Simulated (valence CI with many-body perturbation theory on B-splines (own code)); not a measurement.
# A CI+MBPT run for Zr⁺

Calculated by configuration interaction combined with many-body perturbation theory (CI+MBPT): three valence electrons over a frozen Dirac-Fock core [Kr], a basis of 6 s, 6 p, 5 d, 5 f, 1 g functions for each j, with the one-electron correlation potential Σ1 (screened to all orders), the two-electron term Σ2, the three-electron term Σ3, Breit; selected single and double excitations, second order for the rest, scaled by the run's own slope (own B-spline code, finite nucleus).

Command, and the settings that its task file holds:

```sh
python run_cv.py task.json out
```

```
atom Zr  Z=40  mass_number=90  rms_radius_fm=4.2694
core [Kr]
valence 4d2 5s1
avg = 1
basis = S
breit = 1
cap = 10000
capref = 1200
cscale = 1
de = 0.0
dress = 0
eps = 2e-08
extrap = 1
h = 0.27
hh = 1
l2 = 3
lcore = 6
maxit = 60
n2 = 5
natural = 1
nlev = 20
nno = [3, 3, 3, 3, 1]
nroot = 26
nsp = [3, 3, 2, 2, 0]
pt2 = 1
qed = 0
rpa = 1
s1 = 1
s2 = 1
s3 = 1
screen = 1
tol = 2e-05
whole = 1
```

It took 32 s on 1 thread of Intel(R) Xeon(R) 6975P-C (Granite Rapids) (shared host).

Log. The first blocks belong to the next ion, which gives the ionisation energy. Fields: 2J, parity (1 odd), roots, reference size, generating configurations, candidates as configurations/state functions, variational space P, stored matrix elements, Davidson steps; e2 is the range of second-order energies in hartree. The first line gives the box (bohr), its intervals, the orbitals and the steps of their self-consistent field. Window is the range of levels sought, series limit the energy at which the first omitted orbital would enter, core excitation an estimate of the first excitation out of the core, left out the lowest levels not solved, and shifts from estimates the range by which levels moved from their first estimate, all in cm⁻¹.

```
rmax 28.0 intervals 66 orbitals 40 references ['4d2 5s', '4d 5s2', '4d3', '4d2 5p', '4d 5s 5p'] scf 9 t 1.3
2J=4 par=0 roots 2 ref 42 generators 9 cand 280/280 P 322/322 nnz 0 it 0
2J=4 par=0 roots 2 ref 42 generators 29 cand 13/13 P 335/335 nnz 0 it 0
   second order: generators 51 cand 0/0 e2 -0.00000 -0.00000
2J=6 par=0 roots 2 ref 32 generators 7 cand 231/231 P 263/263 nnz 0 it 0
2J=6 par=0 roots 2 ref 32 generators 21 cand 11/11 P 274/274 nnz 0 it 0
   second order: generators 41 cand 8/8 e2 -0.00000 -0.00000
2J=8 par=0 roots 2 ref 24 generators 5 cand 196/196 P 220/220 nnz 0 it 0
   second order: generators 44 cand 0/0 e2 -0.00000 -0.00000
reference levels 447, estimated 30, window 9979 1/cm; series limit 79248, core excitation 230592
2J=3 par=0 roots 7 ref 51 generators 21 cand 503/1059 P 1571/3369 nnz 1.7e+06 it 7
2J=3 par=0 roots 7 ref 51 generators 97 cand 1127/2651 P 2698/6020 nnz 4.3e+06 it 8
   second order: generators 287 cand 2523/5335 e2 -0.00003 -0.00001
2J=5 par=0 roots 7 ref 53 generators 21 cand 455/1085 P 1499/3611 nnz 2.1e+06 it 13
2J=5 par=0 roots 7 ref 53 generators 104 cand 1213/3297 P 2712/6908 nnz 5.8e+06 it 11
   second order: generators 270 cand 2681/6461 e2 -0.00003 -0.00001
2J=7 par=0 roots 5 ref 38 generators 17 cand 357/941 P 1265/3185 nnz 1.8e+06 it 9
2J=7 par=0 roots 5 ref 38 generators 65 cand 1060/3012 P 2325/6197 nnz 5e+06 it 12
   second order: generators 203 cand 2613/6320 e2 -0.00003 -0.00001
2J=9 par=0 roots 4 ref 24 generators 9 cand 225/504 P 1032/2304 nnz 0 it 6
2J=9 par=0 roots 4 ref 24 generators 54 cand 820/2236 P 1852/4540 nnz 2.9e+06 it 9
   second order: generators 166 cand 2380/5438 e2 -0.00002 -0.00001
2J=1 par=0 roots 3 ref 31 generators 7 cand 240/363 P 1030/1579 nnz 0 it 4
2J=1 par=0 roots 3 ref 31 generators 50 cand 1071/1677 P 2101/3256 nnz 1.3e+06 it 6
   second order: generators 168 cand 2254/3297 e2 -0.00001 -0.00001
left out: unestimated 20027, estimated 12544, shifts from estimates -62 to 1
operators 2.7
```

The Davidson iterations converged.

Against 13 measured levels this calculation errs by 179 cm⁻¹ on average and by 306 at most. These come from a selection out of the NIST Handbook of Basic Atomic Spectroscopic Data. Levels without a partner in it may be off by more, other configurations by 1,000 to 4,000 cm⁻¹. Only levels of the ground parity were solved; by the run's estimate the other parity begins above the list, which can be wrong where configurations are misplaced.

* Valence energy: -2.597303 hartree
* Ionisation energy: 12.912 eV (NIST: 13.13 eV (measured))
* Reference configurations for the orbitals: 4d2 5s, 4d 5s2, 4d3, 4d2 5p, 4d 5s 5p
* Radial orbitals: 40
* Box radius: 28.01 bohr
* Largest variational space: 6908
* Lowest levels: 4d²5s ⁴F_3/2 0.0000, 4d²5s ⁴F_5/2 0.0384, 4d²5s ⁴F_7/2 0.0933, 4d²5s ⁴F_9/2 0.1622, 4d³ ⁴F_3/2 0.2908, 4d³ ⁴F_5/2 0.3289, 4d³ ⁴F_7/2 0.3778, 4d³ ⁴F_9/2 0.4344, 4d²5s ²D_3/2 0.5644, 4d²5s ²D_5/2 0.5965, 4d²5s ²F_5/2 0.7238, 4d³ ²P_1/2 0.7452, 4d³ ²P_3/2 0.7921, 4d²5s ²F_7/2 0.8100 eV

Names give the largest LS component (configuration and term), which can be under half, so a name can repeat, a term be missing and a line seem to break the LS rules; names also repeat where a configuration has a term twice.
